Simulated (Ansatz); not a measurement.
Species: Cl3Ga, SMILES `[Cl][Ga]([Cl])[Cl]` (charge 0, multiplicity 1), formula Cl3Ga.

How many basis functions does frozen-core CCSD(T)/cc-pVTZ // PBE-D3(BJ)/def2-TZVP in Ansatz (a quantum-chemistry and plane-wave program) use, how many core orbitals are frozen, and how many electrons are correlated?

145 basis functions and 24 frozen orbitals, which leaves 34 correlated electrons (filled d shells below the valence shell are correlated). Core time is of the order of seconds.
